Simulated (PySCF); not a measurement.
Zn(Et)2 (C₄H₁₀Zn), SMILES [CH2]([Zn][CH2]C)C. Geometry optimised at PBE0-D3(BJ)/def2-SVP. The isomer is the one that the SMILES or the coordinates give; other isomers of the formula were not compared. One conformer was computed; it need not be the lowest.

**Question.** Give the equilibrium geometry at PBE0-D3(BJ)/def2-SVP (PySCF confirms it by a frequency run) as bond lengths and angles, and its point group. (Estimate from the structure and the level; the computed values follow.)

**Answer.** Several could match; the one computed here: point group C2.
Atoms: Zn1 C2 C3 H4 H5 H6 H7 H8 C9 C10 H11 H12 H13 H14 H15. Bond lengths (Å): Zn1–C2 1.961, Zn1–C9 1.961, C2–C3 1.528, C2–H4 1.105, C2–H5 1.105, C3–H6 1.103, C3–H7 1.103, C3–H8 1.104, C9–C10 1.528, C9–H11 1.105, C9–H12 1.105, C10–H13 1.103, C10–H14 1.103, C10–H15 1.104. Angles (°): C2–Zn1–C9 179.8, Zn1–C2–C3 115.4, Zn1–C2–H4 107.9, Zn1–C2–H5 107.9, C3–C2–H4 110.0, C3–C2–H5 110.0, H4–C2–H5 105.1, C2–C3–H6 112.1, C2–C3–H7 112.1, C2–C3–H8 112.4, H6–C3–H7 106.6, H6–C3–H8 106.6, H7–C3–H8 106.6, Zn1–C9–C10 115.4, Zn1–C9–H11 107.9, Zn1–C9–H12 107.9, C10–C9–H11 110.0, C10–C9–H12 110.0, H11–C9–H12 105.1, C9–C10–H13 112.1, C9–C10–H14 112.1, C9–C10–H15 112.4, H13–C10–H14 106.6, H13–C10–H15 106.6, H14–C10–H15 106.6.
Charge 0, spin multiplicity 1.
